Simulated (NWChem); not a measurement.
System: C$_{3}$H$_{7}$NSi; SMILES C1[SiH2]CCN=1

Parts of the log:

```
             Northwest Computational Chemistry Package (NWChem) 7.3.0
             --------------------------------------------------------

 CS  symmetry detected

                             Geometry "geometry" -> ""
                             -------------------------

 Output coordinates in angstroms (scale by  1.889725989 to convert to a.u.)

  No.       Tag          Charge          X              Y              Z
 ---- ---------------- ---------- -------------- -------------- --------------
    1 C                    6.0000     1.34135923     0.18850874     0.00000000
    2 N                    7.0000     0.78276592     1.33351711     0.00000000
    3 C                    6.0000    -0.66976369     1.34770073     0.00000000
    4 C                    6.0000    -1.33888866    -0.04965285     0.00000000
    5 Si                  14.0000     0.11329231    -1.26024297     0.00000000
    6 H                    1.0000     2.44188550     0.15601560     0.00000000
    7 H                    1.0000    -0.98211089     1.94316289     0.87469811
    8 H                    1.0000    -0.98211089     1.94316289    -0.87469811
    9 H                    1.0000    -1.97970944    -0.19204915    -0.88315590
   10 H                    1.0000    -1.97970944    -0.19204915     0.88315590
   11 H                    1.0000     0.21003009    -2.13440046    -1.20986300
   12 H                    1.0000     0.21003009    -2.13440046     1.20986300

 Effective nuclear repulsion energy (a.u.)     219.7045372974

      Symmetry information
      --------------------

 Group name             Cs
 Group number              2
 Group order               2
 No. of unique centers     9

  xc_inp: hfexch multiplicative factor not found.

                                 NWChem DFT Module
                                 -----------------

 Summary of "ao basis" -> "ao basis" (spherical)
 ------------------------------------------------------------------------------
       Tag                 Description            Shells   Functions and Types
 ---------------- ------------------------------  ------  ---------------------
 C                          6-31+g*                  8       18   4s3p1d
 N                          6-31+g*                  8       18   4s3p1d
 Si                         6-31+g*                 10       22   5s4p1d
 H                          6-31+g*                  2        2   2s

      Symmetry analysis of basis
      --------------------------

        a'         76
        a"         32

            General Information
            -------------------
          SCF calculation type: DFT
          Wavefunction type:  closed shell.
          No. of atoms     :    12
          No. of electrons :    46
           Alpha electrons :    23
            Beta electrons :    23
          Charge           :     0
          Spin multiplicity:     1
          Use of symmetry is: on ; symmetry adaption is: on
          Maximum number of iterations: 150
          AO basis - number of functions:   108
                     number of shells:    56
          Convergence on energy requested:  1.00D-06
          Convergence on density requested:  1.00D-05
          Convergence on gradient requested:  5.00D-04

              XC Information
              --------------
                     Hartree-Fock (Exact) Exchange  1.000

      Superposition of Atomic Density Guess
      -------------------------------------

 Sum of atomic energies:        -459.59152296

      Non-variational initial energy
      ------------------------------

 Total energy =    -462.581619
 1-e energy   =   -1065.290467
 2-e energy   =     383.004311
 HOMO         =      -0.286490
 LUMO         =      -0.038020

      Symmetry analysis of molecular orbitals - initial
      -------------------------------------------------

  Numbering of irreducible representations:

     1 a'          2 a"

  Orbital symmetries:

     1 a'          2 a'          3 a'          4 a'          5 a'
     6 a'          7 a'          8 a"          9 a'         10 a'
    11 a'         12 a'         13 a'         14 a'         15 a"
    16 a'         17 a'         18 a"         19 a"         20 a'
    21 a'         22 a"         23 a'         24 a"         25 a'
    26 a'         27 a'         28 a"         29 a'         30 a'
    31 a'         32 a"         33 a'

     ---------------------------------------------
      Total Density - Mulliken Population Analysis
     ---------------------------------------------

    Atom       Charge   Shell Charges
 -----------   ------   -------------------------------------------------------
    1 C    6     6.28   2.00  0.74  1.79  0.64  0.90  0.09  0.08  0.05
    2 N    7     7.31   2.00  0.86  2.41  0.86  1.33 -0.13 -0.06  0.04
    3 C    6     6.44   2.00  0.71  1.88  0.62  1.01  0.16  0.01  0.05
    4 C    6     7.00   2.00  0.72  2.06  0.71  1.31  0.17  0.00  0.03
    5 Si  14    13.28   2.00  2.00  5.97  0.98  1.68  0.20  0.33 -0.05  0.03  0.13
    6 H    1     0.75   0.47  0.29
    7 H    1     0.73   0.47  0.26
    8 H    1     0.73   0.47  0.26
    9 H    1     0.69   0.46  0.23
   10 H    1     0.69   0.46  0.23
   11 H    1     1.05   0.47  0.58
   12 H    1     1.05   0.47  0.58

   convergence    iter        energy       DeltaE   RMS-Dens  Diis-err
 ---------------- ----- ----------------- --------- --------- ---------
 d= 0,ls=0.0,diis     1   -460.9485785665 -6.81D+02  7.18D-03  3.54D-01
 d= 0,ls=0.0,diis     2   -461.0066352411 -5.81D-02  3.22D-03  7.81D-02
 d= 0,ls=0.0,diis     3   -461.0160247154 -9.39D-03  1.41D-03  1.43D-02
 d= 0,ls=0.0,diis     4   -461.0183436642 -2.32D-03  3.38D-04  4.42D-04
 d= 0,ls=0.0,diis     5   -461.0184462649 -1.03D-04  1.62D-04  5.97D-05
  Resetting Diis
 d= 0,ls=0.0,diis     6   -461.0184693567 -2.31D-05  7.34D-05  1.30D-05
 d= 0,ls=0.0,diis     7   -461.0184739700 -4.61D-06  1.60D-05  1.12D-06
 d= 0,ls=0.0,diis     8   -461.0184743240 -3.54D-07  8.29D-06  2.63D-07

         Total DFT energy =     -461.018474324020
      One electron energy =    -1069.252282479790
           Coulomb energy =      433.567303855885
    Exchange-Corr. energy =      -45.038032997471
 Nuclear repulsion energy =      219.704537297355

 Numeric. integr. density =        0.000000000000

                  Occupations of the irreducible representations
                  ----------------------------------------------

                     irrep           alpha         beta
                     --------     --------     --------
                     a'               18.0         18.0
                     a"                5.0          5.0

                       DFT Final Molecular Orbital Analysis
                       ------------------------------------

 Vector   21  Occ=2.000000D+00  E=-4.439940D-01  Symmetry=a'
              MO Center= -6.7D-01, -3.2D-01, -4.8D-15, r^2= 2.9D+00
   Bfn.  Coefficient  Atom+Function         Bfn.  Coefficient  Atom+Function
  ----- ------------  ---------------      ----- ------------  ---------------
    58     -0.277549   4 C  py               57      0.267301   4 C  px
    80      0.263501   5 Si py               79     -0.245041   5 Si px
    62     -0.201713   4 C  py               61      0.188406   4 C  px
    40      0.171958   3 C  py               21      0.143076   2 N  px
   106     -0.127560  11 H  s               108     -0.127560  12 H  s

 Vector   22  Occ=2.000000D+00  E=-4.066190D-01  Symmetry=a"
              MO Center=  5.1D-01,  6.3D-01,  2.1D-15, r^2= 3.2D+00
   Bfn.  Coefficient  Atom+Function         Bfn.  Coefficient  Atom+Function
  ----- ------------  ---------------      ----- ------------  ---------------
    23      0.344801   2 N  pz                5      0.315405   1 C  pz
    27      0.269159   2 N  pz                9      0.230326   1 C  pz
    41     -0.188895   3 C  pz               98     -0.152346   7 H  s
   100      0.152346   8 H  s               106      0.144854  11 H  s
   108     -0.144854  12 H  s                97     -0.127638   7 H  s

 Vector   23  Occ=2.000000D+00  E=-3.818306D-01  Symmetry=a'
              MO Center=  7.1D-01,  6.8D-01, -1.4D-15, r^2= 2.8D+00
   Bfn.  Coefficient  Atom+Function         Bfn.  Coefficient  Atom+Function
  ----- ------------  ---------------      ----- ------------  ---------------
    22      0.369847   2 N  py               26      0.263799   2 N  py
    24      0.244062   2 N  s                21      0.232521   2 N  px
     4     -0.223767   1 C  py               79      0.215233   5 Si px
    25      0.183144   2 N  px               96     -0.171857   6 H  s
    58      0.165367   4 C  py               39     -0.164096   3 C  px

 Vector   24  Occ=0.000000D+00  E= 5.719996D-02  Symmetry=a'
              MO Center= -1.1D+00, -7.6D-01,  6.5D-15, r^2= 1.6D+01
   Bfn.  Coefficient  Atom+Function         Bfn.  Coefficient  Atom+Function
  ----- ------------  ---------------      ----- ------------  ---------------
    86      8.280852   5 Si s                64     -7.109450   4 C  s
    10     -5.721036   1 C  s                46      3.311411   3 C  s
    88      2.141386   5 Si py               65     -2.056459   4 C  px
    11      1.585888   1 C  px               82      1.127719   5 Si s
    87     -1.010659   5 Si px               47      0.980288   3 C  px

 Vector   25  Occ=0.000000D+00  E= 6.305248D-02  Symmetry=a'
              MO Center=  1.2D+00, -1.8D+00,  3.0D-17, r^2= 1.4D+01
   Bfn.  Coefficient  Atom+Function         Bfn.  Coefficient  Atom+Function
  ----- ------------  ---------------      ----- ------------  ---------------
    10      4.304889   1 C  s                86     -2.583887   5 Si s
    87     -2.375032   5 Si px               64     -1.569047   4 C  s
    12     -1.265309   1 C  py               11     -1.111443   1 C  px
    88     -0.924579   5 Si py               28     -0.626463   2 N  s
    66      0.568527   4 C  py               65     -0.413216   4 C  px

 Vector   26  Occ=0.000000D+00  E= 7.546617D-02  Symmetry=a'
              MO Center= -3.8D-02, -2.8D+00,  9.4D-18, r^2= 1.3D+01
   Bfn.  Coefficient  Atom+Function         Bfn.  Coefficient  Atom+Function
  ----- ------------  ---------------      ----- ------------  ---------------
    46      4.742822   3 C  s                86     -3.105379   5 Si s
    88     -2.743141   5 Si py               10      2.220348   1 C  s
    64     -1.821959   4 C  s                48     -1.515849   3 C  py
    66     -1.092733   4 C  py               28     -0.933760   2 N  s
    84      0.446199   5 Si py               82     -0.406324   5 Si s

     ---------------------------------------------
      Total Density - Mulliken Population Analysis
     ---------------------------------------------

    Atom       Charge   Shell Charges
 -----------   ------   -------------------------------------------------------
    1 C    6     6.39   2.00  0.67  1.93  0.63  0.97  0.08  0.06  0.06
    2 N    7     7.18   2.00  0.80  2.32  0.91  1.28 -0.08 -0.10  0.05
    3 C    6     6.31   2.00  0.65  1.99  0.62  0.87  0.11  0.01  0.07
    4 C    6     6.86   2.00  0.63  2.04  0.75  1.27  0.11  0.03  0.04
    5 Si  14    13.04   2.00  2.00  5.97  0.92  1.81  0.09  0.06 -0.04  0.04  0.20
    6 H    1     0.79   0.52  0.27
    7 H    1     0.79   0.52  0.27
    8 H    1     0.79   0.52  0.27
    9 H    1     0.77   0.51  0.25
   10 H    1     0.77   0.51  0.25
   11 H    1     1.15   0.50  0.65
   12 H    1     1.15   0.50  0.65

     -------------------------------------------
      Total Density - Lowdin Population Analysis
     -------------------------------------------

    Atom       Charge   Shell Charges
 -----------   ------   -------------------------------------------------------
    1 C    6     6.32   1.99  0.54  1.77  0.39  1.24  0.08  0.20  0.11
    2 N    7     7.32   1.99  0.69  2.18  0.49  1.48  0.12  0.28  0.09
    3 C    6     6.26   1.99  0.51  1.82  0.35  1.21  0.08  0.17  0.13
    4 C    6     6.64   1.99  0.53  1.89  0.41  1.47  0.08  0.21  0.06
    5 Si  14    13.44   2.00  1.98  5.89  0.57  1.61  0.25  0.64  0.09  0.14  0.26
    6 H    1     0.80   0.49  0.31
    7 H    1     0.80   0.50  0.31
    8 H    1     0.80   0.50  0.31
    9 H    1     0.80   0.48  0.31
   10 H    1     0.80   0.48  0.31
   11 H    1     1.01   0.49  0.52
   12 H    1     1.01   0.49  0.52

     Multipole analysis of the density
     ---------------------------------

     L   x y z        total         alpha         beta         nuclear
     -   - - -        -----         -----         ----         -------
     0   0 0 0     -0.000000    -23.000000    -23.000000     46.000000

     1   1 0 0     -0.496579     -0.248289     -0.248289     -0.000000
     1   0 1 0     -0.592685     -0.296342     -0.296342     -0.000000
     1   0 0 1      0.000000      0.000000      0.000000      0.000000

     2   2 0 0    -28.090952    -93.555343    -93.555343    159.019733
     2   1 1 0     -2.635624      1.831624      1.831624     -6.298873
     2   1 0 1      0.000000      0.000000      0.000000      0.000000
     2   0 2 0    -32.482288   -127.961603   -127.961603    223.440918
     2   0 1 1      0.000000      0.000000      0.000000      0.000000
     2   0 0 2    -29.577025    -25.533237    -25.533237     21.489448
```

Level: Hartree-Fock/6-31+G* (spherical d). Coordinates come from a PBE0/def2-SVP optimisation. No frequency run checked for a minimum.

Task: Which NWChem input produces such a log?

Result: One answer among several that fit: the input that was run:
```
start job
memory heap 200 mb stack 900 mb global 1100 mb
geometry units angstroms noautoz
  C      1.347476     0.174097    -0.000375
  N      0.813715     1.330890     0.000413
  C     -0.638170     1.376406     0.001786
  C     -1.337286    -0.006186     0.000580
  Si     0.088439    -1.247822    -0.001935
  H      2.447045     0.117869    -0.000951
  H     -0.936557     1.976978     0.877870
  H     -0.938638     1.979956    -0.871523
  H     -1.981809    -0.133695    -0.882156
  H     -1.980250    -0.135754     0.884154
  H      0.166186    -2.121346    -1.213633
  H      0.166403    -2.126377     1.206089
end
basis spherical
  C library 6-31+g*
  N library 6-31+g*
  Si library 6-31+g*
  H library 6-31+g*
end
dft
  xc hfexch
  iterations 150
  mulliken
end
task dft energy
```
